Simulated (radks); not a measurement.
Kinetic energies: the exact non-interacting value of the Kohn-Sham orbitals and orbital-free approximations, as 100 (|E| - |E exact|)/|E exact|, negative where the magnitude is too small. Species: Zr30+ [Ne]; Li2+ 1s1; Ga2+ [Ar] 3d10 4s1. Method: non-relativistic Kohn-Sham, exchange-only B88, spin-polarised, spherical densities, point nucleus; computed with a radial shooting solver on a logarithmic mesh with Libxc functionals. Every spin shell is full or empty, so the densities are truly spherical. Functionals are evaluated on that one density, not self-consistently.

| functional | Zr30+ | Li2+ | Ga2+ |
|---|---|---|---|
| exact (hartree) | 2864.56 | 4.49238 | 1922.56 |
| Thomas-Fermi | -6.15 | -8.49 | -6.27 |
| von Weizsacker | -43.44 | 0.00 | -51.17 |
| TF + vW | +50.41 | +91.51 | +42.56 |
| TF + vW/9 | +0.13 | +2.62 | -0.84 |
| LC94 | +0.77 | +2.13 | -0.08 |
| APBEK | +0.84 | +1.98 | +0.01 |
| revAPBEK | +1.16 | +2.87 | +0.24 |
| Perdew 92 | +0.15 | +2.64 | -0.83 |
| PG1 | +23.80 | +55.05 | +18.27 |
| Ernzerhof | +0.94 | +6.49 | -0.46 |
